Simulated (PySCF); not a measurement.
C₂H₈N₂Si₂, SMILES CN[Si@H]1C=N[SiH2]1.

Geometry: PBE-D3(BJ)/def2-SVP. The structure was generated by enumeration; whether it is a known compound was not checked. One conformer was computed; it need not be the lowest.

Level of theory: PySCF with PBE-D3(BJ)/def2-SVP.

Frequencies are harmonic and unscaled.

**Question.** List the normal modes with their intensities. (An estimate is asked for; the answer gives what the named calculation found.)

**Answer.** 
```tsv
mode	ν (cm⁻¹)	IR (km/mol)	moving atoms (share of kinetic energy)
1	49	0.4	N 32 %, C 29 %, H 28 %, Si 12 %
2	92	3.0	Si 40 %, N 26 %, H 17 %, C 17 %
3	132	0.6	H 72 %, N 13 %, Si 12 %
4	157	1.8	H 41 %, Si 27 %, N 22 %, C 10 %
5	255	0.1	H 38 %, C 30 %, N 22 %, Si 10 %
6	283	1.7	C 33 %, H 32 %, N 23 %, Si 12 %
7	382	6.0	H 43 %, Si 31 %, N 19 %
8	414	10.7	Si 51 %, H 19 %, N 19 %, C 11 %
9	451	87.3	H 76 %, N 13 %, Si 10 %
10	503	11.8	H 48 %, Si 35 %, C 10 %
11	598	10.5	H 77 %, Si 10 %
12	634	20.0	H 73 %, N 19 %
13	662	34.9	H 31 %, C 27 %, N 22 %, Si 20 %
14	696	78.0	N 33 %, H 30 %, C 25 %, Si 11 %
15	752	113.0	H 68 %, Si 21 %
16	772	47.5	Si 38 %, N 30 %, H 19 %, C 13 %
17	791	57.3	H 85 %, Si 10 %
18	872	44.8	H 74 %, C 23 %
19	918	113.9	H 93 %
20	1062	27.1	H 81 %, C 12 %
21	1097	0.6	H 77 %, C 19 %
22	1134	160.7	N 43 %, C 35 %, H 20 %
23	1233	11.0	H 79 %, C 13 %
24	1355	66.9	H 67 %, N 22 %, C 10 %
25	1396	26.2	H 87 %, C 13 %
26	1411	3.2	H 97 %
27	1448	6.2	H 95 %
28	1541	32.6	C 52 %, N 46 %
29	2121	87.4	H 97 %
30	2136	129.3	H 97 %
31	2150	117.4	H 96 %
32	2922	121.0	H 97 %
33	2929	79.6	H 92 %
34	2984	38.1	H 91 %, C 9 %
35	3051	12.5	H 91 %, C 9 %
36	3515	20.9	H 93 %
```
